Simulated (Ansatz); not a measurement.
The same path of a periodic cell of 17 atoms, TiSi16 (host Si, host structure diamond, interstitial Ti) was run twice with different band settings. Lost on the way: Si1–Ti17, Si2–Ti17, Si3–Ti17, Si9–Ti17. Made: Si4–Ti17, Si10–Ti17, Si11–Ti17, Si12–Ti17.

These are results of DFT PBEsol, scalar-relativistic, plane waves, PAW (Ansatz), not measurements. Settings: PAW set soft_1, cutoff 420 eV, k mesh 2x2x2, fermi-dirac smearing 0.02 eV, no spin polarisation.

Relaxed end points:

```xyz
17
Lattice="0.0000 5.4300 5.4300 5.4300 0.0000 5.4300 5.4300 5.4300 0.0000" Properties=species:S:1:pos:R:3
Si -0.001 -0.035 0.001
Si 1.400 1.311 1.402
Si 2.746 2.711 0.001
Si 4.055 4.085 1.375
Si 2.713 -0.003 2.717
Si 4.028 1.311 4.030
Si 5.429 2.711 2.684
Si 6.829 4.111 4.030
Si -0.002 2.711 2.748
Si 1.372 4.085 4.057
Si 2.714 5.425 2.716
Si 4.055 6.767 4.057
Si 2.682 2.711 5.432
Si 4.027 4.113 6.833
Si 5.428 5.458 5.432
Si 6.803 6.767 6.805
Ti 5.428 2.712 5.432
```

```xyz
17
Lattice="0.0000 5.4300 5.4300 5.4300 0.0000 5.4300 5.4300 5.4300 0.0000" Properties=species:S:1:pos:R:3
Si 0.017 0.012 0.013
Si 1.359 1.353 1.354
Si 2.699 2.694 0.012
Si 4.071 4.069 1.321
Si 2.699 0.011 2.695
Si 4.072 1.321 4.070
Si 5.472 2.669 2.670
Si 6.820 4.068 4.069
Si 0.017 2.693 2.695
Si 1.325 4.068 4.069
Si 2.671 5.470 2.667
Si 4.072 6.815 4.067
Si 2.671 2.666 5.471
Si 4.072 4.066 6.816
Si 5.472 5.467 5.469
Si 6.783 6.783 6.784
Ti 4.071 4.068 4.069
```

Common settings: spring 5.0 eV/Å²; optimiser quadratic models (default); force threshold 0.05 eV/Å; end points relaxed.

| run | movable images | climbing image | start path | iteration limit |
| --- | --- | --- | --- | --- |
| 1 | 5 | yes | IDPP | 38 |
| 2 | 2 | no | default | 50 |

(1) What does each run give, and how far can it be trusted?

Results:

(1) Run 1: converged after 6 iterations, highest image 1.734 eV above the first end. By the program's own check the climbing image is of a kind that is not told: the force calls were inconclusive, a negative curvature could not be distinguished from the path's own, the only one lies far off the path, or fixed occupations may fill a level only in part (lowest curvatures found: -5.13 and -0.05 eV/Å²).
Run 2: converged after 5 iterations, highest image 1.101 eV above the first end. No image climbed, so the highest image needn't sit at the top of the path. A band with more images between the same ends climbed to 1.73 eV, so this one has probably stepped over the top.
Limits of this set-up: coarse k mesh, PAW files made for another functional, a small cell, in which the defect meets its images.
